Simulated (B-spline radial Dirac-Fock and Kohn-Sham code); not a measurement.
What relativity does to the binding energies of Os⁴²⁺

System: Os⁴²⁺, [Ar] 3d10 4s2 4p4.

Both columns are ΔSCF binding energies of the configuration average from a radial finite-basis atomic code: non-relativistic Hartree-Fock with a point nucleus, and Dirac-Fock with a finite nucleus and the Coulomb interaction alone, averaged over the two j levels with weights 2j+1.

```
shell  Hartree-Fock (eV)  Dirac-Fock (eV)  shift (eV)  shift (%)
   1s            69908.3          76300.8    +6392.46      +9.14
   2s            13342.3          15058.0    +1715.70     +12.86
   3s             4568.0           5015.7     +447.71      +9.80
   3d             3957.4           3949.1       -8.27      -0.21
   4s             2181.9           2334.7     +152.85      +7.01
   4p             2086.0           2149.9      +63.86      +3.06
```

Relativity binds 1s, 2s, 3s, 4s, 4p more strongly, among those listed most of all 2s in relative terms, and 3d more weakly, because the contracted s and p shells screen the nucleus better.

Values without a named source are computed, but for edge energies of neutral atoms, which are taken from tables.
